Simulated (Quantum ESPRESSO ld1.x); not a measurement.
The numbers below are computed, except where a source is named.
Problem. The mean radii <r> (bohr) of the occupied orbitals of an atom or ion are listed with their occupations. Code: ld1.x of Quantum ESPRESSO 7.5. Model: scalar-relativistic Kohn-Sham, BLYP, spin-unpolarised, spherical densities, point nucleus.

orbital  occ.      <r>
1s          2  0.03111
2s          2   0.1349
2p          6   0.1177
3s          2   0.3686
3p          6   0.3676
3d         10   0.3458
4s          2   0.9050
4p          6   0.9861
4d          8    1.252

Name the element and its charge.

Solution. Z = 47, silver, charge +3: Ag3+ in [Kr] 4d8. The 1s radius gives Z: for a bare nucleus <r> = (2 gamma + 1)/(2Z) with gamma = sqrt(1 - (Z/c)^2), 0.03062 bohr for Z = 47, and screening makes it slightly larger (0.03111 here). The occupations add up to 44, and the charge is Z minus that.
